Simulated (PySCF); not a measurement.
# Electronic structure of I⁺ (iodine, charge +1) at the UHF level

Configuration: [Kr] 4d10 5s2 5p4, high-spin 3P determinant. Calculation: PySCF 2.14, in cc-pVDZ-PP with ECP28MDF; scalar relativity through the core potential.

| Quantity | Value |
| --- | --- |
| Total energy | -294.300317 hartree |
| One-electron energy | -505.1131 hartree |
| Hartree (Coulomb) energy | 231.6009 hartree |
| Exchange energy | -20.7881 hartree |
| ⟨S²⟩ | 2.0065 |
| ⟨L²⟩ | 2.019 |
| Sum of ⟨r⟩ | 29.06 bohr |
| Sum of ⟨r²⟩ | 49.55 bohr² |
| Traceless quadrupole moment −½Σ⟨3z² − r²⟩ along its main axis | -2.72 e·bohr² |
| Time after the integrals | 0.05 s of wall time on 1 thread of Neoverse-V2 (shared host) |

| shell | electrons | mean orbital energy (eV) | spread (eV) | rms radius, mean of both spins (bohr) |
| --- | --- | --- | --- | --- |
| 4s α | 1 | -220.55 | 0 | 0.796 |
| 4s β | 1 | -220.04 | 0 | 0.796 |
| 4p α | 3 | -161.34 | 0.760 | 0.853 |
| 4p β | 3 | -160.84 | 0.174 | 0.853 |
| 4d α | 5 | -72.245 | 0.812 | 0.997 |
| 4d β | 5 | -71.843 | 0.486 | 0.997 |
| 5s α | 1 | -34.850 | 0 | 2.09 |
| 5s β | 1 | -29.742 | 0 | 2.09 |
| 5p α | 3 | -20.467 | 1.637 | 2.51 |
| 5p β | 1 | -18.261 | 0 | 2.51 |

Energies and moments cover only the electrons outside the core potential.
